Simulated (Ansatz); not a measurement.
Basis-set series for C₃H₁₁BSi (`CBCC[SiH3]`). The species carries charge 0 and has multiplicity 1. The structure was optimised at the PBE0-D4/def2-TZVP level. It is one conformer, not always the lowest.

| functional | basis | functions | energy (Eh) | HOMO (eV) | LUMO (eV) |
| --- | --- | --- | --- | --- | --- |
| PBE0-D4 | def2-SVP | 129 | -434.76949 | -7.93 | -0.59 |
| PBE0-D4 | def2-TZVPP | 320 | -435.02736 | -7.94 | -0.71 |
| ωB97M-V | def2-SVP | 129 | -434.93965 | -10.15 | 1.43 |
| ωB97M-V | def2-TZVPP | 320 | -435.21018 | -10.17 | 1.17 |

(1) Give the rows for def2-QZVPP. (An estimate is asked.)

Answers

(1) Computed: 
```
functional       basis  functions  energy (Eh)  HOMO (eV)  LUMO (eV)
   PBE0-D4  def2-QZVPP        628   -435.04599      -7.94      -0.74
   ωB97M-V  def2-QZVPP        628   -435.22778     -10.18       1.05
```

Positive LUMOs are unbound and depend on the basis.
